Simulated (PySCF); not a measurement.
**Bonding in `C=N[C@@H]1CCCC(=C)C1`**

Species: C8H13N.
Atom-mapped SMILES: `[CH2:1]=[N:2][C@@H:3]1[CH2:4][CH2:5][CH2:6][C:7](=[CH2:8])[CH2:9]1` (hydrogens: H10, H11 on C1; H12 on C3; H13, H14 on C4; H15, H16 on C5; H17, H18 on C6; H19, H20 on C8; H21, H22 on C9)

Cartesian coordinates in Å at the PBE0-D3(BJ)/def2-SVP level; atoms count from 1:
```xyz
22
C8H13N angstrom
C      3.323    0.134   -0.004
N      2.295   -0.304   -0.589
C      1.009   -0.094    0.029
C      0.349   -1.445    0.304
C     -1.059   -1.281    0.860
C     -1.932   -0.438   -0.072
C     -1.270    0.875   -0.382
C     -1.862    2.055   -0.176
C      0.133    0.749   -0.908
H      3.289    0.674    0.964
H      4.314   -0.015   -0.458
H      1.106    0.453    0.993
H      0.981   -2.022    0.998
H      0.325   -2.010   -0.643
H     -1.012   -0.789    1.848
H     -1.519   -2.268    1.022
H     -2.076   -0.995   -1.017
H     -2.931   -0.276    0.360
H     -2.883    2.117    0.212
H     -1.350    2.996   -0.397
H      0.123    0.242   -1.890
H      0.589    1.739   -1.057
```

Bond orders from the PBE0/pcSseg-1 density (PySCF). Geometry: PBE0-D3(BJ)/def2-SVP, one conformer, isolated molecule.

**Question.** How far do the computed orders between heavy atoms stray from the drawn ones?

**Answer.** The largest departure is 0.065, at N2–C3 (drawn single, 0.935).

**Question.** Set the Mayer orders of the bonds between heavy atoms beside their lengths.

**Answer.** 
```csv
bond,drawn as,length (Å),Mayer order
C1–N2,double,1.262,1.963
N2–C3,single,1.443,0.935
C3–C4,single,1.528,0.985
C4–C5,single,1.523,1.034
C5–C6,single,1.530,1.020
C6–C7,single,1.503,1.013
C7–C8,double,1.337,1.998
C7–C9,single,1.503,1.016
C9–C3,single,1.534,0.964
```

By pair of heavy elements: C–N: lowest N2–C3 (0.935, 1.443 Å), highest C1–N2 (1.963, 1.262 Å). C–C: lowest C9–C3 (0.964, 1.534 Å), highest C7–C8 (1.998, 1.337 Å); in 1 of the 21 pairs the longer bond (by over 0.003 Å) has the higher order (by 0.02 or more).

**Question.** And the bonds to hydrogen?

**Answer.** C–H: 0.92 to 0.95 (13 bonds).

**Question.** Sum the orders of all bonds at each heavy atom with more than one neighbour and set the sums beside the valence in the SMILES.

**Answer.** C1 3.844 (drawn 4), N2 2.898 (drawn 3), C3 3.812 (drawn 4), C4 3.911 (drawn 4), C5 3.949 (drawn 4), C6 3.913 (drawn 4), C7 4.027 (drawn 4), C8 3.881 (drawn 4), C9 3.849 (drawn 4). Orders between atoms that aren't bonded are not in these sums.

Mayer orders depend on the basis set.
